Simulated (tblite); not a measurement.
Compound: C6H9OP.
Geometry (GFN2-xTB, Å), atoms numbered from 1 in this order:
```xyz
17
C6H9OP angstrom
C      3.3801   -0.6429    0.8868
C      2.4636    0.3266    0.8409
C      1.2746    0.2476    0.0506
P      0.1354    1.4910    0.0219
C     -1.1273    0.7543   -1.1753
C     -1.6862   -0.4744   -0.5211
C     -2.7774   -0.2014    0.4812
O     -1.2587   -1.5794   -0.7496
H      4.2676   -0.5607    1.4898
H      3.2629   -1.5518    0.3199
H      2.6016    1.2311    1.4210
H      1.1231   -0.6603   -0.5226
H     -0.6218    0.5070   -2.1097
H     -1.8975    1.5058   -1.3493
H     -3.6801    0.1039   -0.0453
H     -2.9899   -1.0953    1.0611
H     -2.4770    0.6110    1.1416
```

Level: GFN2-xTB in tblite, geometry and Hessian alike; calculated harmonic values, unscaled, isolated species. This tight-binding method is rough: wavenumbers can miss measured ones by several per cent, in bad cases by 10 to 20. One conformer, not necessarily the lowest.

Harmonic wavenumbers (cm⁻¹): 38.2, 66.2, 110.8, 119.8, 143.3, 158.8, 194.9, 319.6, 383.2, 420.5, 501.2, 546.0, 627.2, 699.2, 780.7, 832.2, 865.6, 874.0, 917.7, 965.7, 984.6, 1009.8, 1054.7, 1088.1, 1142.0, 1187.5, 1197.9, 1232.8, 1320.9, 1367.2, 1410.5, 1418.0, 1447.9, 1458.6, 1625.8, 1752.9, 2982.0, 2988.2, 3010.7, 3018.9, 3021.9, 3045.4, 3057.6, 3102.0, 3134.2.

A = 2960, B = 950.1, C = 815.2 MHz; mass 128.039 u (most abundant isotopes); point group C1, symmetry number 1.

Problem. Zero-point energy?

Solution. ½Σν̃ = 28812 cm⁻¹ = 82.38 kcal/mol.

Problem. What is S at 273.15 K and 1 bar for an ideal gas of classical rigid rotors and harmonic oscillators?

Solution. Translation 40.05, rotation 29.07, vibration 27.81: S = 96.9 cal/(mol K).

Problem. And Cp and H(273.15 K) − H(0)?

Solution. Cp = 34.16 cal/(mol K), of which vibrations give 26.21 (their classical limit is 45 R = 89.4); H(273.15 K) − H(0) = 6.02 kcal/mol without the zero-point energy, 3.85 from vibrations.

Problem. Blend soft modes into free rotors: weight 1/[1 + (100 cm⁻¹/ν̃)⁴] for the oscillator and the rest for a rotor with moment μB/(μ + B), μ = h/(8π²ν), B = 10⁻⁴⁴ kg m². What vibrational entropy results?

Solution. 25.31 cal/(mol K) in place of 27.81, which changes −T·S at 273.15 K by +0.68 kcal/mol.

Problem. What must be added to the electronic energy to get the Gibbs energy at 273.15 K and 1 bar?

Solution. ZPE + [H(273.15 K) − H(0)] − T·S = 82.38 + 6.02 − 26.48 = 61.92 kcal/mol.

Problem. How do the functions run with temperature in this model?

Solution. 
```csv
T (K),S (cal/(mol K)),Cp (cal/(mol K)),H − H(0) (kcal/mol),G − H(0) (kcal/mol),ln q(vib)
50,59.5,14.2,0.52,-2.45,0.67
100,71.2,19.7,1.38,-5.73,2.10
298.15,100.0,36.4,6.91,-22.91,7.54
373.15,108.9,42.9,9.88,-30.75,9.44
500,122.8,52.4,15.95,-45.46,12.56
750,146.7,65.4,30.80,-79.24,18.35
1000,166.8,74.0,48.29,-118.50,23.66
```

q(vib) and H(0) count from the zero-point level.

Problem. Which modes carry the vibrational entropy at 273.15 K?

Solution. 38.2 cm⁻¹: 5.18; 66.2 cm⁻¹: 4.09; 110.8 cm⁻¹: 3.09; 119.8 cm⁻¹: 2.93; 143.3 cm⁻¹: 2.59; 158.8 cm⁻¹: 2.40 cal/(mol K); the other 39 give 7.54 together.

Hindered rotation and anharmonicity are outside this model. Other conformers, if any are populated, would add a mixing term that is left out. The structure is chiral; the term R ln 2 for an equal mix with its mirror image is left out.
